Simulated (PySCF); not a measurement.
**How methods differ on the ionisation energy of Cd²⁺**

Cd²⁺ [Kr] 4d10 (1S) → Cd³⁺ [Kr] 4d9 (2D), as a difference of total energies. Calculation: PySCF 2.14, in x2c-TZVPPall with one added diffuse shell each of s, p, d, f type (9s7p7d3f1g, 95 functions); scalar relativity by spin-free X2C-1e. Correlated levels: valence and next inner shell: [Ar] 3d10 frozen. The calculations carry no spin-orbit coupling.

| method | ionisation energy (eV) |
| --- | --- |
| UHF | 35.885 |
| MP2 (valence and next inner shell) | 37.783 |
| SCS-MP2 (valence and next inner shell) | 37.512 |
| CCSD (valence and next inner shell) | 37.351 |
| CCSD(T) (valence and next inner shell) | 37.423 |

How much does correlation contribute at CCSD(T) (valence and next inner shell)?

37.423 − (35.885) = 1.538 eV, measured against UHF.

A first-order spin-orbit estimate (lowest level to lowest level, LS coupling) adds -0.302 eV.

Errors of the correlated levels include the incompleteness of this basis and the frozen core.

For comparison: 37.468 ± 0.006 eV (measured; NIST Atomic Spectra Database, ionization energies).
